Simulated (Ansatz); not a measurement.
Ansatz (a program for electronic structure) input (B3LYP-D3(BJ)/def2-TZVP):

Ansatz 0.2 input:
```yaml
crystal:
  periodic: [false, false, false]
  atoms:
    - {symbol: B, position_ang: [0.22150680, -0.50540123, 0.22794012]}
    - {symbol: C, position_ang: [1.41066603, 0.04893836, -0.49221545]}
    - {symbol: C, position_ang: [-1.16930825, 0.25840947, 0.23383313]}
    - {symbol: H, position_ang: [0.29486584, -1.53012685, 0.79990930]}
    - {symbol: H, position_ang: [2.43173665, -0.17178103, -0.21946780]}
    - {symbol: H, position_ang: [1.33899333, 0.72155276, -1.33399804]}
    - {symbol: H, position_ang: [-1.13922595, 1.23301245, -0.24560976]}
    - {symbol: H, position_ang: [-1.55551967, 0.39321300, 1.24228129]}
    - {symbol: H, position_ang: [-1.90482088, -0.35179338, -0.29081634]}
basis:
  gaussian:
    orbitals: def2-TZVP
hamiltonian:
  xc: b3lyp
  dispersion: d3bj
magnetization: {spin_polarized: true, initial_magnetization: 1}
relax: {f_tol: 0.002, max_steps: 150}
```

End of the output:

```
mean field: 0.48 GiB planned
mean field -2848.03257523 eV, -104.6632666737 hartree, gradient 1.6e-5 eV, S^2 0.752536; 0 other end points of the search recorded, 0 dependent functions left out
the calculation of the forces begins
reference -2848.03282170 eV, -104.6632757316 hartree; 12, 11 occupied and 117, 118 virtual orbitals, 793 factors
relax step  15: F+E_penalty+E_count = -2848.24335463 eV  Δ(F+E_penalty+E_count) = +7.667e-7 eV  max|allowed force component| = 3.494e-3 eV/Å  Δτ_max = 0.0030 Å  (26 SCF iters, rejected (line search))
these checks for a lower state are left out or cut short: starts, cluster_reference, orbital_swaps, neighbouring_geometries, increment
integrals: 0.03 GiB planned
793 factors; their error is unknown
0.21 GiB of the device are held for the grids
0.45 GiB of device memory are held for the factors and their scratch space
mean field: 0.48 GiB planned
mean field -2848.03257770 eV, -104.6632667648 hartree, gradient 2.5e-5 eV, S^2 0.752536; 0 other end points of the search recorded, 0 dependent functions left out
the calculation of the forces begins
reference -2848.03282418 eV, -104.6632758225 hartree; 12, 11 occupied and 117, 118 virtual orbitals, 793 factors
relax step  16: F+E_penalty+E_count = -2848.24335679 eV  Δ(F+E_penalty+E_count) = -1.389e-6 eV  max|allowed force component| = 1.888e-3 eV/Å  Δτ_max = 0.0015 Å  (24 SCF iters, accepted)
these checks for a lower state are left out or cut short: starts, cluster_reference, orbital_swaps, neighbouring_geometries, increment
integrals: 0.03 GiB planned
793 factors; their error is unknown
0.21 GiB of the device are held for the grids
0.45 GiB of device memory are held for the factors and their scratch space
mean field: 0.48 GiB planned
mean field -2848.03257962 eV, -104.6632668352 hartree, gradient 1.4e-5 eV, S^2 0.752536; 0 other end points of the search recorded, 0 dependent functions left out
the calculation of the forces begins
reference -2848.03282609 eV, -104.6632758928 hartree; 12, 11 occupied and 117, 118 virtual orbitals, 793 factors
relax step  17: F+E_penalty+E_count = -2848.24335759 eV  Δ(F+E_penalty+E_count) = -8.060e-7 eV  max|allowed force component| = 1.633e-3 eV/Å  Δτ_max = 0.0023 Å  (25 SCF iters, accepted)
integrals: 0.03 GiB planned
793 factors; their error is unknown
0.21 GiB of the device are held for the grids
0.45 GiB of device memory are held for the factors and their scratch space
mean field: 0.48 GiB planned
mean field evaluation 128: about -2848.0382 eV, gradient 1.4e0 eV
mean field -2848.03257962 eV, -104.6632668352 hartree, gradient 1.7e-5 eV, S^2 0.752536; 1 other end points of the search recorded, 0 dependent functions left out
the calculation of the forces begins
reference -2848.03282609 eV, -104.6632758928 hartree; 12, 11 occupied and 117, 118 virtual orbitals, 793 factors
Total energy: -2848.24360406 eV, -104.6710218405 hartree
Atom 0 at     0.206218    -0.472440     0.244395 Å, force    -0.000970    -0.001633     0.001580 eV/Å
Atom 1 at     1.442639     0.069898    -0.478551 Å, force     0.001326     0.000405    -0.000317 eV/Å
Atom 2 at    -1.185814     0.238491     0.192342 Å, force     0.001580    -0.001157    -0.000979 eV/Å
Atom 3 at     0.315127    -1.484826     0.875162 Å, force    -0.000006     0.001631    -0.001183 eV/Å
Atom 4 at     2.412760    -0.416539    -0.449775 Å, force    -0.000955     0.000163     0.000144 eV/Å
Atom 5 at     1.425253     0.982352    -1.069550 Å, force     0.000066    -0.000133    -0.000148 eV/Å
Atom 6 at    -1.215158     1.156117    -0.398425 Å, force     0.000134     0.000830    -0.000316 eV/Å
Atom 7 at    -1.527722     0.471834     1.208128 Å, force    -0.000379     0.000461     0.001505 eV/Å
Atom 8 at    -1.944407    -0.448862    -0.201869 Å, force    -0.000794    -0.000569    -0.000286 eV/Å
Dipole moment:     0.075988     0.108740    -0.093948 e Å
```

It need not be the lowest isomer of its formula.
